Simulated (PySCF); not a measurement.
C4HF4PS.
Z-matrix (Å and degrees, GFN2-xTB geometry), rows numbered from 1:
```
F 
C   1  1.3363
P   2  1.7763  1  120.47
C   3  1.7072  2   90.84  1   179.90
S   4  1.7094  3  120.35  2     0.02
C   2  1.3664  1  120.66  3  -179.96
C   6  1.4947  2  124.63  1    -0.05
F   7  1.3405  6  112.45  2    56.38
F   7  1.3421  6  112.44  2   -63.89
F   7  1.3407  6  111.77  2   176.31
H   4  1.0755  3  123.87  2  -179.99
```

Vertical excitations from PySCF (density fitting, frozen core in the response, grid level 2 and gas phase unless stated; continuum runs use non-equilibrium linear response for the excitations) on a GFN2-xTB geometry. Reference run:

```json
{"settings": "B3LYP/def2-SVPD, full TDDFT, 8 singlets", "S1, eV (f)": "4.77 (0.069)", "S2, eV (f)": "5.09 (0.061)", "S3, eV (f)": "5.27 (0.004)", "S4, eV (f)": "5.48 (0.000)", "S5, eV (f)": "5.75 (0.002)", "S6, eV (f)": "5.99 (0.144)", "T1, eV (Tamm–Dancoff)": "3.21", "mean α (au)": "89.8"}
```

Q: What do these settings give: (1) PBE0/pcSseg-1, IEF-PCM acetonitrile, TDA, 3 singlets; (2) OPBE/def2-SVPD, full TDDFT, 25 singlets?

A: 
```json
{"settings": "PBE0/pcSseg-1, IEF-PCM acetonitrile, TDA, 3 singlets", "S1, eV (f)": "5.04 (0.119)", "S2, eV (f)": "5.47 (0.010)", "S3, eV (f)": "5.51 (0.110)", "S4, eV (f)": "–", "S5, eV (f)": "–", "S6, eV (f)": "–", "T1, eV (Tamm–Dancoff)": "3.21", "mean α (au)": "106.3"}
{"settings": "OPBE/def2-SVPD, full TDDFT, 25 singlets", "S1, eV (f)": "4.55 (0.044)", "S2, eV (f)": "4.97 (0.003)", "S3, eV (f)": "5.03 (0.068)", "S4, eV (f)": "5.29 (0.000)", "S5, eV (f)": "5.46 (0.002)", "S6, eV (f)": "5.84 (0.120)", "T1, eV (Tamm–Dancoff)": "3.28", "mean α (au)": "90.8"}
```

(1) S1 moves by +0.27 eV; functional, basis, environment and response scheme change together, so the shift can't be laid on one. (2) S1 moves by -0.22 eV (OPBE has no exact exchange, B3LYP 20 % exact exchange). States are counted by energy in each run and needn't keep their character from row to row.

Q: Which orbital pairs make up S1 in each run, and how does it sit against the orbital gap?

A: 
| settings | S1 configurations (weight) | S1 (eV) | orbital gap (eV) | S1 − gap (eV) |
| --- | --- | --- | --- | --- |
| B3LYP/def2-SVPD, full TDDFT, 8 singlets | H→L 0.56, H−1→L 0.28 | 4.77 | 5.19 | -0.42 |
| PBE0/pcSseg-1, IEF-PCM acetonitrile, TDA, 3 singlets | H→L 0.52, H−1→L 0.28, H−1→L+1 0.10 | 5.04 | 5.64 | -0.60 |
| OPBE/def2-SVPD, full TDDFT, 25 singlets | H→L 0.50, H−1→L 0.33, H−1→L+1 0.11 | 4.55 | 3.89 | +0.66 |

Geometry: GFN2-xTB; no vibrations or thermal averaging.
